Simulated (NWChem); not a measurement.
MoNH2O2F; SMILES [Mo](=[O])([NH2])(=[O])[F]

```xyz
7

Mo     0.0634    -0.0201     0.0000
O      1.0048     0.1295     1.3743
O      1.0048     0.1295    -1.3743
F     -0.8091    -1.6537     0.0000
N     -1.2075     1.4079     0.0000
H     -1.5034     1.8997     0.8404
H     -1.5034     1.8997    -0.8404
```
Atoms are numbered in this order, from 1.

Results from NWChem. The geometry was optimised at PBE0/def2-SVP. def2 effective core potentials on Mo; no spin-orbit coupling.

**Question.** Estimate the computed values for LC-wPBE (HJS exchange hole, range parameter 0.4 per bohr)/def2-SVP. Quantities: highest occupied level (eV); orbital gap (eV); dipole (D).

**Answer.** 
```json
{
 "highest occupied level (eV)": "-11.63",
 "orbital gap (eV)": "11.66",
 "dipole (D)": "3.89"
}
```
